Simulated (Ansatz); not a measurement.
Reaction (cleavage of the Al–Si bond): `C[SiH](Cl)[Al]([F])[Cl]` + `N=C=O` → `O=C=[N][Al]([F])[Cl]` + `C[SiH2]Cl`

Gas-phase electronic energies from Ansatz, PBE0-D4/def2-TZVP geometries. CCSD(T)/CBS is the MP2 limit (def2-TZVPP, def2-QZVPP) plus CCSD(T) − MP2 in def2-TZVPP, frozen cores. This one scheme is used for every species. Functionals use def2-TZVPP. One conformer a species, not always the lowest.

| level | ΔE (kJ/mol) |
| --- | --- |
| LDA (SPW92) | -110.4 |
| B97M-V | -136.9 |
| PBE | -109.7 |
| r2SCAN0 | -139.2 |

(1) What does CCSD(T)/CBS give? (An estimate is asked.)

Largest T1 diagnostic among the species: 0.018.

## Answers

(1) The calculation gave: -135.9 kJ/mol. The listed levels differ from it by 25.5, -1.0, 26.2, -3.3 kJ/mol.

From r2SCAN to r2SCAN0 (25 % exact exchange), in def2-TZVPP and without D4, ΔE moves by −5.5 kJ/mol. In def2-TZVPP, CCSD(T) changes the Hartree–Fock value by +29.1 kJ/mol (the triples alone add +5.0 kJ/mol) and MP2 by +20.6 kJ/mol. At CCSD(T), def2-SVP lies −10.6 kJ/mol from the extrapolated value and def2-TZVPP −2.3 kJ/mol.
